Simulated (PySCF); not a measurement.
# Polarisability and C₆ of Si²⁺ (silicon, charge +2)

[Ne] 3s2, closed-shell 1S. Calculation: PySCF 2.14, in aug-cc-pV(5+d)Z; no relativity, point nucleus. Coupled (time-dependent) response in atomic units; α is the mean over directions.

| method | mean α (bohr³) | C₆ (like pair) | S(−4) |
| --- | --- | --- | --- |
| UHF | 12.59 | 45.07 | 92.20 |
| PBE | 11.70 | 40.17 | 80.85 |
| PBE0 | 11.95 | 41.50 | 84.12 |

S(−4) is the Cauchy moment in α(ω) = α(0) + S(−4) ω² + …

α(iu) at UHF:

| u (hartree) | α(iu) (bohr³) |
| --- | --- |
| 0 | 12.59 |
| 0.0500 | 12.37 |
| 0.100 | 11.74 |
| 0.200 | 9.755 |
| 0.300 | 7.632 |
| 0.500 | 4.551 |
| 0.750 | 2.609 |
| 1.00 | 1.680 |
| 1.50 | 0.8916 |
| 2.00 | 0.5783 |
| 3.00 | 0.3282 |
| 5.00 | 0.1689 |

A single London oscillator, α(iu) = α/(1 + u²/ω²), gives C₆ = (3/4) ω α². Matching the computed C₆ needs ω = 4 × 45.07 / (3 × 12.59²) = 0.379 hartree.

For an ion, C₆ is the dispersion term alone; charge-induced terms of lower order in 1/R come first.
